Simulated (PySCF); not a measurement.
C6H9BO2.
Geometry (PBE0-D3(BJ)/def2-SVP, Å), atoms numbered from 1 in this order:
```xyz
18
C6H9BO2 angstrom
C      3.8066    0.5899    0.6087
C      2.6910    0.2350    0.2819
B      1.2799   -0.2150   -0.1414
O      0.9568   -1.5315   -0.0341
C     -0.3329   -1.9700   -0.4030
C     -1.3601   -0.8648   -0.2580
C     -0.9026    0.3779   -1.0055
C     -1.7940    1.5804   -0.7906
O      0.4152    0.7260   -0.6042
H      4.7935    0.9046    0.8972
H     -0.5866   -2.8336    0.2309
H     -0.3019   -2.3304   -1.4472
H     -1.4906   -0.6142    0.8095
H     -2.3371   -1.2017   -0.6383
H     -0.8687    0.1465   -2.0877
H     -1.8443    1.8327    0.2796
H     -1.3915    2.4506   -1.3283
H     -2.8125    1.3821   -1.1559
```

Level: CAM-B3LYP/def2-SVPD in PySCF, non-relativistic, on one gas-phase PBE0-D3(BJ)/def2-SVP geometry that isn't relaxed in the solvent. The solvent is an IEF-PCM continuum (cavity from Bondi-type radii × 1.2), and excitations are vertical TDDFT with non-equilibrium linear response and a frozen core. The model holds no explicit solvent molecules, cavitation or dispersion.

Gas-phase singlets (H = HOMO, L = LUMO):

```
state  E (eV)  λ (nm)      f  leading configuration
   S1   5.580     222  0.000              H-1→L 73%
   S2   6.185     200  0.059                H→L 52%
   S3   6.695     185  0.000              H→L+5 83%
   S4   7.453     166  0.021              H-2→L 60%
   S5   7.579     164  0.018              H-3→L 58%
```

**Question.** How does the list change in benzene (ε = 2.271)?

**Answer.** 
```
state  E (eV)  λ (nm)      f  leading configuration  change by rank (eV)
   S1   5.643     220  0.000              H-1→L 86%               +0.063
   S2   6.200     200  0.081                H→L 61%               +0.015
   S3   6.713     185  0.000              H→L+4 82%               +0.018
   S4   7.368     168  0.032              H-2→L 62%               -0.085
   S5   7.502     165  0.030              H-3→L 59%               -0.077
```

**Question.** Give the list for acetone (ε = 20.49), n² = 1.85.

**Answer.** 
```json
{"state": "S1", "E (eV)": "5.726", "λ (nm)": "217", "f": "0.000", "leading configuration": "H-1→L 87%", "change by rank (eV)": "+0.146"}
{"state": "S2", "E (eV)": "6.263", "λ (nm)": "198", "f": "0.077", "leading configuration": "H→L 62%", "change by rank (eV)": "+0.078"}
{"state": "S3", "E (eV)": "6.746", "λ (nm)": "184", "f": "0.000", "leading configuration": "H→L+2 62%", "change by rank (eV)": "+0.051"}
{"state": "S4", "E (eV)": "7.286", "λ (nm)": "170", "f": "0.027", "leading configuration": "H-2→L 52%", "change by rank (eV)": "-0.167"}
{"state": "S5", "E (eV)": "7.426", "λ (nm)": "167", "f": "0.037", "leading configuration": "H-3→L 52%", "change by rank (eV)": "-0.153"}
```

**Question.** The ground-state energy changes by -0.294 eV from gas to acetone. By how much does the total energy of gas-phase S1 change?

**Answer.** E(S1) = E(S0) + excitation energy, so it changes by -0.294 + 0.146 = -0.148 eV: it is lowered less than the ground state, which is what a blue shift means. This is the vertical state, with the slow part of the continuum still set for S0.

**Question.** How do the frontier levels move from gas to acetone?

**Answer.** 
| orbital | gas (eV) | solvent (eV) | change (eV) |
| --- | --- | --- | --- |
| LUMO+2 | 1.68 | 1.79 | +0.11 |
| LUMO+1 | 1.07 | 1.02 | -0.05 |
| LUMO | 0.72 | 0.54 | -0.18 |
| HOMO | -9.28 | -9.61 | -0.33 |
| HOMO-1 | -9.29 | -9.72 | -0.43 |
| HOMO-2 | -9.90 | -9.88 | +0.02 |
| HOMO-3 | -10.15 | -10.07 | +0.08 |

The HOMO–LUMO gap goes from 10.00 to 10.16 eV. Rows go by rank; for LUMO+2 the atom shares or the degeneracy differ between the runs, so the row needn't follow one orbital.

Cost: about 90 s of CPU time on one thread; the machine was shared, so the figure is rough. This is the whole response run at CAM-B3LYP/def2-SVPD in acetone, SCF included.
